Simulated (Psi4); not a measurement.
C2H6ClGa (SMILES [CH3][Ga]([CH3])[Cl]), singlet, at a GFN2-xTB geometry (such geometries of metal compounds can be far from the true shape); M06-2X/def2-TZVP (Psi4 1.11).

The Psi4 input:
```
memory 2 GB

molecule {
0 1
Ga   -0.23882611    0.10083400   -0.14092768
C    -1.80146295   -1.21572828   -0.23393842
H    -1.48974737   -2.11234972   -0.77670352
H    -2.67761150   -0.79304802   -0.72665403
H    -2.07741138   -1.52198383    0.77883123
C    -0.06504875    2.00184560   -0.87573406
H     0.73235088    2.03166984   -1.62340480
H     0.21697965    2.67872738   -0.06457972
H    -0.98796556    2.36112255   -1.33204575
Cl    1.46388735   -0.61686449    0.86890290
no_reorient
}

set {
  basis def2-tzvp
}

energy('m06-2x')
print_variables()
```

The log (banner, timings and long lists left out):

```
   => Loading Basis Set <=

    Name: DEF2-TZVP
    Role: ORBITAL
    Keyword: BASIS

         ---------------------------------------------------------
                                   SCF
               by Justin Turney, Rob Parrish, Andy Simmonett
                          and Daniel G. A. Smith
                              RKS Reference
         ---------------------------------------------------------

  ==> Geometry <==

    Molecular point group: c1
    Full point group: C1

    Geometry (in Angstrom), charge = 0, multiplicity = 1:

       Center              X                  Y                   Z               Mass
    ------------   -----------------  -----------------  -----------------  -----------------
         GA          -0.283610784610     0.119668849685    -0.167663919465    68.925573500000
         C           -1.846247624610    -1.196893430315    -0.260674659465    12.000000000000
         H           -1.534532044610    -2.093514870315    -0.803439759465     1.007825032230
         H           -2.722396174610    -0.774213170315    -0.753390269465     1.007825032230
         H           -2.122196054610    -1.503148980315     0.752094990535     1.007825032230
         C           -0.109833424610     2.020680449685    -0.902470299465    12.000000000000
         H            0.687566205390     2.050504689685    -1.650141039465     1.007825032230
         H            0.172194975390     2.697562229685    -0.091315959465     1.007825032230
         H           -1.032750234610     2.379957399685    -1.358781989465     1.007825032230
         CL           1.419102675390    -0.598029640315     0.842166660535    34.968852682000

  Running in c1 symmetry.

  Rotational constants: A =      0.14550  B =      0.10019  C =      0.06068 [cm^-1]
  Rotational constants: A =   4362.01233  B =   3003.73507  C =   1819.00292 [MHz]
  Nuclear repulsion =  340.705461966566702

  Charge       = 0
  Multiplicity = 1
  Electrons    = 66
  Nalpha       = 33
  Nbeta        = 33

  ==> Algorithm <==

  SCF Algorithm Type is DF.
  DIIS enabled.
  MOM disabled.
  Fractional occupation disabled.
  Guess Type is SAD.
  Energy threshold   = 1.00e-06
  Density threshold  = 1.00e-06
  Integral threshold = 1.00e-12

  ==> Primary Basis <==

  Basis Set: DEF2-TZVP
    Blend: DEF2-TZVP
    Number of shells: 75
    Number of basis functions: 183
    Number of Cartesian functions: 205
    Spherical Harmonics?: true
    Max angular momentum: 3

  ==> DFT Potential <==

   => LibXC <=

    Version 7.1.2
    S. Lehtola, C. Steigemann, M. J. T. Oliveira, and M. A. L. Marques,  SoftwareX 7, 1–5 (2018) (10.1016/j.softx.2017.11.002)

   => Composite Functional: M06-2X <=

    Hybrid M06-2X Meta-GGA XC Functional  (10.1007/s00214-007-0310-x)
    Y. Zhao and D. G. Truhlar,  Theor. Chem. Acc., 120, 215, 2008

    Deriv               =              1
    GGA                 =           TRUE
    Meta                =           TRUE

    Exchange Hybrid     =           TRUE
    MP2 Hybrid          =          FALSE

   => Exchange Functionals <=

    1.0000   XC_HYB_MGGA_X_M06_2X

   => Exact (HF) Exchange <=

    0.5400               HF

   => Correlation Functionals <=

    1.0000   XC_MGGA_C_M06_2X

   => LibXC Density Thresholds  <==

    XC_MGGA_C_M06_2X:  1.00E-12
    XC_HYB_MGGA_X_M06_2X:  1.00E-15

   => Molecular Quadrature <=

    Radial Scheme          =       TREUTLER
    Pruning Scheme         =           NONE
    Nuclear Scheme         =       TREUTLER

    Blocking Scheme        =         OCTREE
    BS radius alpha        =              1
    Pruning alpha          =              1
    Radial Points          =             75
    Spherical Points       =            302
    Total Points           =         215604
    Total Blocks           =           1648
    Max Points             =            256
    Max Functions          =            175
    Weights Tolerance      =       1.00E-15

   => Loading Basis Set <=

    Name: (DEF2-TZVP AUX)
    Role: JKFIT
    Keyword: DF_BASIS_SCF

  ==> Integral Setup <==

  SCF_SUBTYPE=INCORE selected. In-core MEM_DF algorithm will be used.
  Using in-core AOs.

  ==> MemDFJK: Density-Fitted J/K Matrices <==

    J tasked:                   Yes
    K tasked:                   Yes
    wK tasked:                   No
    Algorithm:                 Core
    Schwarz Cutoff:           1E-12
    Mask sparsity (%):       4.3178
    Fitting Condition:        1E-10

   => Auxiliary Basis Set <=

  Basis Set: (DEF2-TZVP AUX)
    Blend: DEF2-UNIVERSAL-JKFIT
    Number of shells: 184
    Number of basis functions: 652
    Number of Cartesian functions: 824
    Spherical Harmonics?: true
    Max angular momentum: 5

  Minimum eigenvalue in the overlap matrix is 8.6192459368E-04.
  Reciprocal condition number of the overlap matrix is 1.2508013294E-04.
    Using symmetric orthogonalization.

  ==> Pre-Iterations <==

  SCF Guess: Superposition of Atomic Densities via on-the-fly atomic UHF (no occupation information).

   -------------------------
    Irrep   Nso     Nmo
   -------------------------
     A        183     183
   -------------------------
    Total     183     183
   -------------------------

  ==> Iterations <==

                           Total Energy        Delta E     RMS |[F,P]|

   @DF-RKS iter SAD: -2460.76871117863357   -2.46077e+03   0.00000e+00
   @DF-RKS iter   1: -2462.91204344209564   -2.14333e+00   1.77174e-02 DIIS/ADIIS
   @DF-RKS iter   2: -2415.89258998817877    4.70195e+01   6.00868e-02 DIIS/ADIIS
   @DF-RKS iter   3: -2464.66782253719066   -4.87752e+01   6.69572e-03 DIIS/ADIIS
   @DF-RKS iter   4: -2464.90568443395341   -2.37862e-01   1.09370e-03 DIIS/ADIIS
   @DF-RKS iter   5: -2464.92343374347911   -1.77493e-02   3.61527e-04 DIIS/ADIIS
   @DF-RKS iter   6: -2464.92550862146572   -2.07488e-03   7.25512e-05 DIIS
   @DF-RKS iter   7: -2464.92559878023440   -9.01588e-05   2.63877e-05 DIIS
   @DF-RKS iter   8: -2464.92560461843914   -5.83820e-06   4.74875e-06 DIIS
   @DF-RKS iter   9: -2464.92560494604732   -3.27608e-07   1.24154e-06 DIIS
   @DF-RKS iter  10: -2464.92560497259910   -2.65518e-08   3.21808e-07 DIIS
  Energy and wave function converged.

  ==> Post-Iterations <==

   Electrons on quadrature grid:
      Ntotal   =   65.9999738051 ; deviation = -2.619e-05

    Orbital Energies [Eh]
    ---------------------

    Doubly Occupied:

[...]
    Virtual:

[...]
    Final Occupation by Irrep:
              A
    DOCC [    33 ]
    NA   [    33 ]
    NB   [    33 ]

  @DF-RKS Final Energy: -2464.92560497259910

   => Energetics <=

    Nuclear Repulsion Energy =            340.7054619665667019
    One-Electron Energy =               -4105.9788982301124634
    Two-Electron Energy =                1355.4677336838974497
    DFT Exchange-Correlation Energy =     -55.1199023929512748
    Empirical Dispersion Energy =           0.0000000000000000
    VV10 Nonlocal Energy =                  0.0000000000000000
    Total Energy =                      -2464.9256049725991033

Computation Completed

Properties will be evaluated at   0.000000,   0.000000,   0.000000 [a0]

Properties computed using the SCF density matrix

 Multipole Moments:

 ------------------------------------------------------------------------------------
     Multipole            Electronic (a.u.)      Nuclear  (a.u.)        Total (a.u.)
 ------------------------------------------------------------------------------------

 L = 1.  Multiply by 2.5417464519 to convert [e a0] to [Debye]
 Dipole X            :          4.8969347           -5.5856307           -0.6886959
 Dipole Y            :         -2.0591945            2.3491183            0.2899238
 Dipole Z            :          2.9245053           -3.3345957           -0.4100904
 Magnitude           :                                                    0.8523685

 ------------------------------------------------------------------------------------

  Variable Map:
  ----------------------------------------------------------------------------
[...]
  Array Variable Map:
  ----------------------------------------------------------------------------
[...]
[...]
```
